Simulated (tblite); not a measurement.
What does the GFN2-xTB structure of `[CH2]O[Si@](F)(C=C)OC` [radical] look like in three dimensions? (Doublet state.)

```xyz
16
C4H8FO2Si angstrom
C     -1.597    2.420   -0.361
O     -0.770    1.773    0.463
Si    -0.064    0.319    0.491
F      0.405    0.236    2.028
C      1.451    0.165   -0.612
C      2.702    0.086   -0.178
O     -1.220   -0.773    0.201
C     -1.174   -2.175    0.200
H     -2.194    1.868   -1.061
H     -1.793    3.446   -0.117
H      1.285    0.163   -1.684
H      3.543    0.016   -0.850
H      2.932    0.089    0.874
H     -0.438   -2.539   -0.520
H     -2.165   -2.535   -0.076
H     -0.912   -2.550    1.191
```

Orientation and origin are arbitrary. Atoms count from 1 in this order. C5 (carbon bonded to C, Si and H) is planar (angles 124.9°, 117.9° and 117.2°, sum 360.0°, 0.01 Å off the plane of its three neighbours). O7 (oxygen bonded to C and Si) is bent (angle 130.6°). The 2 C–O bonds span 1.335 Å (C1–O2, drawn single) to 1.403 Å (O7–C8, drawn single), a spread of 0.068 Å. C1 (carbon bonded to O and 2 H) is almost planar (angles 122.6°, 119.9° and 115.9°, sum 358.4°, 0.09 Å off the plane of its three neighbours).

Bonds between heavy atoms (Å): C1–O2 1.335, O2–Si3 1.617, Si3–F4 1.609, Si3–C5 1.880, C5=C6 1.326, Si3–O7 1.617, O7–C8 1.403.

Computed geometry: GFN2-xTB, gas phase. This method treats the open shell by occupation alone, without spin polarisation.

Point group: C1 (no symmetry element, even within 0.4 Å). Its GFN2-xTB frequencies are all real (lowest 36 cm⁻¹). Torsions: H–C1–O2–Si3 21° and -174°, C1–O2–Si3–F4 -164°, O2–Si3–C5–C6 108°, O2–Si3–O7–C8 -175°. 3 starts were optimised and ended at 0.00, 0.33 and 1.24 kcal/mol (GFN2-xTB); the lowest of these is shown.

The run took 0.71 s wall on one thread, Arm Neoverse V2 (aarch64), on a shared host. That covers the optimisation of the geometry.

One conformer stands for the species.
